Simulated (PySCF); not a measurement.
# Orbital levels and atomic charges: Si22H34

System: Si22H34 (nanocrystal Si).

Cartesian coordinates (Å):
```
  1 Si   -4.961    0.193    2.676
  2 Si   -4.874    0.549    0.366
  3 Si   -4.888    2.822   -0.193
  4 Si    2.946    0.536   -3.567
  5 Si    4.873   -0.550   -0.365
  6 Si    4.962   -0.193   -2.676
  7 Si    0.980   -0.565   -0.337
  8 Si    1.115   -0.643   -2.725
  9 Si    1.010   -2.818   -3.568
 10 Si    2.912   -3.946   -0.366
 11 Si    2.649   -4.201   -2.678
 12 Si   -2.938   -0.466   -0.472
 13 Si    2.937    0.466    0.473
 14 Si    4.890   -2.823    0.193
 15 Si   -1.116    0.644    2.727
 16 Si   -0.981    0.565    0.339
 17 Si    1.065   -2.777    0.472
 18 Si   -2.946   -0.533    3.567
 19 Si   -1.066    2.776   -0.472
 20 Si   -2.647    4.200    2.676
 21 Si   -2.912    3.945    0.366
 22 Si   -1.011    2.819    3.567
 23 H    -6.078   -0.684    3.048
 24 H    -5.321    1.471    3.315
 25 H    -6.065   -0.076   -0.247
 26 H    -5.169    2.985   -1.628
 27 H    -6.036    3.484    0.443
 28 H     2.967    0.525   -5.038
 29 H     2.783    1.960   -3.242
 30 H     6.065    0.075    0.248
 31 H     6.078    0.687   -3.047
 32 H     5.321   -1.471   -3.316
 33 H    -0.105    0.061   -3.175
 34 H     1.030   -2.829   -5.039
 35 H    -0.305   -3.390   -3.244
 36 H     2.966   -5.291    0.247
 37 H     3.936   -3.872   -3.316
 38 H     2.445   -5.607   -3.049
 39 H    -2.904   -0.455   -1.939
 40 H    -2.902   -1.899   -0.147
 41 H     2.903    0.453    1.940
 42 H     2.901    1.898    0.147
 43 H     6.036   -3.486   -0.445
 44 H     5.170   -2.986    1.627
 45 H     0.104   -0.060    3.175
 46 H    -0.194   -3.461    0.145
 47 H     1.059   -2.742    1.939
 48 H    -2.967   -0.523    5.037
 49 H    -2.783   -1.958    3.245
 50 H    -1.058    2.740   -1.939
 51 H     0.193    3.460   -0.146
 52 H    -3.934    3.873    3.315
 53 H    -2.446    5.606    3.047
 54 H    -2.965    5.289   -0.248
 55 H     0.305    3.391    3.245
 56 H    -1.030    2.832    5.037
```

Method: PBE0/def2-SVP, gas phase, PySCF, fitting set def2-universal-JFIT up to Ne and JKFIT beyond, grid level 1.

Question: Give the orbital energies near the gap.

Answer: 
```csv
orbital,eV
HOMO-4,-7.90
HOMO-3,-7.76
HOMO-2,-7.54
HOMO-1,-7.35
HOMO,-7.33
LUMO,-1.83
LUMO+1,-1.24
LUMO+2,-1.24
LUMO+3,-1.15
```

Question: Give the partial charges of the non-hydrogen atoms.

Answer: 
```
atom  Mulliken    IAO  Hirshfeld
 Si1      0.08   0.16       0.14
 Si2     -0.14   0.03       0.09
 Si3      0.13   0.19       0.14
 Si4      0.07   0.17       0.14
 Si5     -0.14   0.03       0.09
 Si6      0.08   0.16       0.14
 Si7     -0.23  -0.05       0.02
 Si8     -0.07   0.04       0.08
 Si9      0.07   0.17       0.14
Si10     -0.14   0.03       0.09
Si11      0.08   0.16       0.14
Si12      0.13   0.18       0.13
Si13      0.13   0.18       0.13
Si14      0.13   0.19       0.14
Si15     -0.07   0.04       0.08
Si16     -0.23  -0.05       0.02
Si17      0.14   0.18       0.13
Si18      0.07   0.17       0.14
Si19      0.14   0.18       0.13
Si20      0.08   0.16       0.14
Si21     -0.14   0.03       0.09
Si22      0.07   0.17       0.14
```
